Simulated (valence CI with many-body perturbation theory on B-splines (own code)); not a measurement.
Results of a calculation; reference values are marked as such.
## Sensitivity of CI+MBPT for Ne³⁺

Level of theory: configuration interaction combined with many-body perturbation theory (CI+MBPT): five valence electrons over a frozen Dirac-Fock core [He], a basis of 6 s, 6 p, 5 d, 3 f, 1 g functions for each j, with the one-electron correlation potential Σ1, the two-electron term Σ2, the three-electron term Σ3, Breit, model QED; selected CI, second order for the rest, scaled by the run's own slope (own B-spline code, finite nucleus).

Set against measurement, 8 paired levels are off by 186 cm⁻¹ on average, the worst by 249. These come from a selection out of Moore, Atomic Energy Levels, vol. I, NSRDS-NBS 35 (1971 reprint of NBS Circular 467, 1949), an old analysis. Levels without a partner in it may be off by more. Among the levels kept, up to 1900 cm⁻¹ of a level comes from second order outside the variational space, and about a tenth of that is noise between levels of different J, which matters for small intervals.

The reference run has the lowest level 2s²2p³ ⁴S°_3/2 and an ionisation energy of 97.1578 eV. Its largest variational space holds 10557 state functions.

```tsv
Level	Reference (cm⁻¹)	Shift (cm⁻¹)
2s²2p³ ²D°_5/2	41675	+60
2s²2p³ ²D°_3/2	41716	-22
2s²2p³ ²P°_1/2	62984	-15
2s²2p³ ²P°_3/2	62990	+1.2
2s2p⁴ ⁴P_5/2	184006	+8.1
2s2p⁴ ⁴P_3/2	184616	+4.2
2s2p⁴ ⁴P_1/2	184936	+41
2s2p⁴ ²D_5/2	254686	+43
2s2p⁴ ²D_3/2	254706	+12
2s2p⁴ ²S_1/2	300510	-33
2s2p⁴ ²P_3/2	320803	-0.3
2s2p⁴ ²P_1/2	321522	+32
```

The ionisation energy moves by +0.0012 eV.

(1) Which of these changes was made?
A. scale of Σ1 1 → 2
B. correlating orbitals by l 3 3 3 2 1 → 5 1 4 0 2
C. Breit term on → off
D. averaging of valence orbitals over low configurations on → off

Results:

(1) C. Breit term on → off.
